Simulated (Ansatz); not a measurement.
```yaml
crystal:
  periodic: [false, false, false]
  atoms:
    - {symbol: C, position_ang: [0.686612, -3.969309, -0.324189]}
    - {symbol: O, position_ang: [-1.126164, -1.768851, 0.830501]}
    - {symbol: Mo, position_ang: [-0.934927, 2.244915, 1.046215]}
    - {symbol: O, position_ang: [-4.303904, 3.068331, 2.139642]}
    - {symbol: O, position_ang: [-0.531289, 2.029329, -3.101575]}
    - {symbol: F, position_ang: [0.598217, 6.017737, 0.406444]}
    - {symbol: Cl, position_ang: [2.276274, 1.973374, 4.917896]}
    - {symbol: H, position_ang: [2.682171, -4.147398, 1.014955]}
    - {symbol: H, position_ang: [1.290293, -3.388582, -2.583251]}
    - {symbol: H, position_ang: [-0.502695, -6.053086, -0.295528]}
    - {symbol: H, position_ang: [0.009299, 3.868360, -4.005787]}
basis:
  gaussian: {orbitals: cc-pVTZ-DK, final_grid: {core_spheres: 5, valence_spheres: 4, degree: 11}}
hamiltonian: {xc: {name: BLYP}, dispersion: d3bj}
output: {forces: true}
```

```sh
$ ansatz run in.yaml --threads 4 --pin off --events-out ev --progress --plain --max-ram 11315MiB
```

Shortened log:

```
Functional definition: BLYP
1930 factors; their error is unknown
mean field evaluation 1: about -132472.4708 eV, gradient 1.9e2 eV
mean field evaluation 2: about -125719.7952 eV, gradient 1.5e3 eV
mean field evaluation 4: about -129299.5566 eV, gradient 9.0e2 eV
mean field evaluation 8: about -132651.8568 eV, gradient 2.2e1 eV
mean field evaluation 16: about -132656.3557 eV, gradient 5.9e-1 eV
mean field evaluation 32: about -132656.3108 eV, gradient 6.3e-3 eV
mean field evaluation 160: about -132656.3109 eV, gradient 1.5e-2 eV
mean field evaluation 288: about -132656.2938 eV, gradient 1.7e-1 eV
mean field evaluation 384: about -132656.3129 eV, gradient 1.0e-1 eV
mean field evaluation 544: about -132656.3110 eV, gradient 2.0e-2 eV
mean field -132656.31330460 eV, -4875.0295962652 hartree, gradient 4.2e-6 eV, S^2 0.000000; 17 other end points of the search recorded, 0 dependent functions left out
reference -132656.31388979 eV, -4875.0296177708 hartree; 51, 51 occupied and 266, 266 virtual orbitals, 1930 factors
Total energy: -132656.55590708 eV, -4875.0385117419 hartree
Relativity: scalar
Atom 0 at     0.686612    -3.969309    -0.324189 Å, force     0.587844    -0.651310    -0.379600 eV/Å
Atom 1 at    -1.126164    -1.768851     0.830501 Å, force     0.560239    -0.033243    -0.300242 eV/Å
Atom 2 at    -0.934927     2.244915     1.046215 Å, force    -0.898049     0.212453    -0.059753 eV/Å
Atom 3 at    -4.303904     3.068331     2.139642 Å, force     1.345195    -0.346018    -0.441548 eV/Å
Atom 4 at    -0.531289     2.029329    -3.101575 Å, force     0.635958     2.364134    -0.670993 eV/Å
Atom 5 at     0.598217     6.017737     0.406444 Å, force    -0.227788    -0.592868     0.084036 eV/Å
Atom 6 at     2.276274     1.973374     4.917896 Å, force    -0.168888     0.005653    -0.205648 eV/Å
Atom 7 at     2.682171    -4.147398     1.014955 Å, force    -1.515545     0.170470    -0.972330 eV/Å
Atom 8 at     1.290293    -3.388582    -2.583251 Å, force    -0.481143    -0.401857     1.700098 eV/Å
Atom 9 at    -0.502695    -6.053086    -0.295528 Å, force     0.860618     1.633895     0.007238 eV/Å
Atom 10 at     0.009299     3.868360    -4.005787 Å, force    -0.698440    -2.361310     1.238743 eV/Å
Dipole moment:     0.197253    -1.515151    -0.865529 e Å
```

In this input the geometry is stretched to more than twice its size. The run converged. The result belongs to that input, not to the molecule as meant.
